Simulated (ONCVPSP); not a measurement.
## gadolinium, ONCV: configuration errors across variants

gadolinium (Gd), optimised norm-conserving Vanderbilt (ONCV), made with ONCVPSP 4.0.1 (PBE, fully relativistic). Core [Kr] 4d10, reference 4f7 5s2 5p6 5d1 (charge +2). Waves: 5s: rc 2.20 bohr, ncon 3, nbas 6, qcut 5.4 1/bohr, 1 projector; 5p: rc 1.95 bohr, ncon 4, nbas 9, qcut 7.8 1/bohr, 2 projectors, debl 2.2 Ha; 5d: rc 3.20 bohr, ncon 4, nbas 9, qcut 4.1 1/bohr, 2 projectors, debl 3.6 Ha; 4f: rc 0.85 bohr, ncon 4, nbas 9, qcut 18 1/bohr, local. Local part: the f channel. Core correction: Teter function fitted to the true core (icmod 2), fcfact 0.65.

Open shells are filled in proportion to 2j + 1.

All-electron excitation energies from the reference (eV): (1) 4f7 5s2 5p6 5d1 6s2 -18.745; (2) 4f7 5s2 5p6 5d1 6s1 -12.099; (3) 4f7 5s2 5p6 5d0 19.824.

A true bound ghost makes a file unfit for plane-wave use even where its test errors are small: the radial tests pick states by their node count and pass the ghost by.

The file “base” misses its own reference levels by 0.4 eV. The file “f: qcut 11.1” misses its own reference levels by 0.4 eV. The file “f: qcut 14.3” misses its own reference levels by 0.4 eV. The file “f: qcut 15.9” misses its own reference levels by 0.4 eV. The file “f: qcut 18.7” misses its own reference levels by 0.4 eV. The file “f: qcut 21.1” misses its own reference levels by 0.4 eV. The file “f: qcut 26.3” misses its own reference levels by 0.4 eV.

Errors AE − PS in meV (a dash: test not solved or not reliable):

```csv
change,(1),(2),(3),bound ghosts,GHOST(+) flags above zero
base,-13,-5.0,+35,"s, p3/2, d5/2, p1/2, d3/2",none
f: qcut 11.1,+376,+254,+36,"s, p3/2, d5/2, p1/2, d3/2","p3/2, p1/2"
f: qcut 14.3,+137,+93,+36,"s, p3/2, d5/2, p1/2, d3/2",none
f: qcut 15.9,-64,-39,+35,"s, p3/2, d5/2, p1/2, d3/2",none
f: qcut 18.7,+38,+29,+35,"s, p3/2, d5/2, p1/2, d3/2",none
f: qcut 21.1,+201,+136,+35,"s, p3/2, d5/2, p1/2, d3/2",none
f: qcut 26.3,+414,+278,+36,"s, p3/2, d5/2, p1/2, d3/2",none
```

Q: Give the same row for: f: qcut 23.7.

A: +329, +222, +36; bound ghosts: s, p3/2, d5/2, p1/2, d3/2; GHOST(+) flags above zero: none.
